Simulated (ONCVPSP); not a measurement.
# u(r) = r·R(r): atom against pseudo-atom (vanadium)

Columns: radius, all-electron u(r) and pseudo u(r) of the 3s shell (level -70.97 eV) of vanadium in the configuration [Ne] 3s2 3p6 3d3 4s1.5 4p0.5; PBE, scalar-relativistic, ONCV scheme, ONCVPSP 4.0.1.

```tsv
r (bohr)	all-electron	pseudo
0.090	-0.0262	0.1910
0.180	-0.5674	0.3747
0.270	-0.4955	0.5445
0.360	-0.0979	0.6943
0.450	0.3506	0.8193
0.540	0.7184	0.9157
0.630	0.9676	0.9818
0.720	1.1026	1.0172
0.810	1.1464	1.0232
0.900	1.1247	1.0025
0.990	1.0608	0.9592
1.080	0.9728	0.8981
1.170	0.8736	0.8243
1.260	0.7722	0.7431
1.350	0.6743	0.6591
1.440	0.5830	0.5763
1.530	0.5001	0.4978
1.620	0.4263	0.4257
1.710	0.3614	0.3613
1.800	0.3051	0.3051
1.890	0.2566	0.2566
1.980	0.2152	0.2151
2.070	0.1799	0.1799
2.160	0.1501	0.1501
2.250	0.1250	0.1250
2.340	0.1040	0.1039
```

(1) How many radial nodes do the two functions have?

(2) At about which radius was the pseudo-wave matched?

(3) Where does each function peak?

(4) Is the pseudo-wave norm-conserving?

Results:

(1) The all-electron 3s function has n − l − 1 = 2 (the table is too coarse to show those close to the nucleus); the pseudo-wave has 0, since the states of the same l below it are removed with the core.

(2) 1.80 bohr, where the columns begin to agree (steps of 0.09 bohr).

(3) Outermost all-electron maximum near 0.81 bohr, pseudo maximum near 0.81 bohr (to the table’s step).

(4) Yes: the ONCV scheme keeps the norm inside the radius equal to the all-electron one, which fixes the energy derivative of the logarithmic derivative at the level.
